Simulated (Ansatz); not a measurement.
`F[Si](Cl)(Br)Br` → Br₂ + `F[Si]Cl` at 500 K and 1 bar (silylene formation by 1,1-elimination).

Calculated with Ansatz (gas phase, PBE0-D4/def2-TZVP geometries, no zero-point term in ΔE). CCSD(T)/CBS is the MP2 limit (def2-TZVPP, def2-QZVPP) plus CCSD(T) − MP2 in def2-TZVPP, frozen cores. This one scheme is used for every species. For Br outer-core shells are correlated without core-valence functions, which leaves a few kJ/mol of doubt a bond. Scalar relativity is left out up to krypton.

```json
{"species": "`F[Si](Cl)(Br)Br`", "CCSD(T)/CBS energy (Eh)": "-5995.50423", "H − E (kJ/mol)": "58.9", "S (J/(mol·K))": "413.7"}
{"species": "Br₂", "CCSD(T)/CBS energy (Eh)": "-5146.62008", "H − E (kJ/mol)": "19.0", "S (J/(mol·K))": "263.9"}
{"species": "`F[Si]Cl`", "CCSD(T)/CBS energy (Eh)": "-848.72390", "H − E (kJ/mol)": "32.0", "S (J/(mol·K))": "301.6"}
```

H − E and S are ideal-gas, rigid-rotor, harmonic terms from PBE0-D4/def2-TZVP. 1 Eh = 2625.50 kJ/mol, R = 8.31446 J/(mol·K).

**Question.** By hand: ΔE, ΔH, ΔS and ΔG.

**Answer.** ΔE = (-5146.62008) + (-848.72390) − (-5995.50423) = 0.16025 Eh = 420.7 kJ/mol. Δ(H − E) = 19.0 + 32.0 − 58.9 = -7.9, so ΔH = 412.8 kJ/mol. ΔS = 263.9 + 301.6 − 413.7 = 151.8 J/(mol·K). ΔG = 412.8 − 500 × (151.8)/1000 = 336.9 kJ/mol.

**Question.** By hand: the equilibrium constant, and the temperature at which ΔG would vanish if ΔH and ΔS stayed fixed.

**Answer.** log₁₀ K = −ΔG/(RT ln 10) = -35.2. ΔG = 0 at ΔH/ΔS = 2719 K, far beyond where these terms or the molecules hold.

The number of gas molecules changes by +1, which sets the sign of ΔS. A doubt of 5 kJ/mol in ΔE shifts log₁₀ K by 0.5 here. These are equilibria of isolated gas molecules and say nothing of rates. Largest T1 diagnostic: 0.014 (customary marks: 0.02 for closed shells, 0.045 for open ones).
